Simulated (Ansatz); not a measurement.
`C=C[SiH](Cl)N[SiH2]Cl` + `O[SiH](O)O` → `C=C[SiH](O)Cl` + `O[SiH](O)N[SiH2]Cl`  (redistribution)

Computed with Ansatz on PBE0-D4/def2-TZVP structures; ΔE is electronic, products minus reactants. CCSD(T)/CBS adds triple-zeta CCSD(T) − MP2 to the extrapolated MP2 energy (def2 sets, frozen cores). DFT in def2-TZVPP. B3LYP here is the variant with VWN-RPA as its local correlation; programs differ in this. Each species was taken in one conformer, which may not be the lowest.

Q: Is it downhill or uphill in electronic energy at CCSD(T)/CBS, and by how much? (Best estimate.)

A: The calculation gave: Uphill: ΔE = +1.1 kcal/mol.

Q: What do these levels give: PBE-D4, r2SCAN-D4, B3LYP-D4, B2PLYP, SCS-MP2/def2-TZVPP, HF/CBS(def2)? (Estimate.)

A: Computed: PBE-D4 0.5, r2SCAN-D4 0.4, B3LYP-D4 0.8, B2PLYP 0.8, SCS-MP2/def2-TZVPP 1.4, HF/CBS(def2) 1.1 kcal/mol.

Largest T1 diagnostic among the species: 0.011.
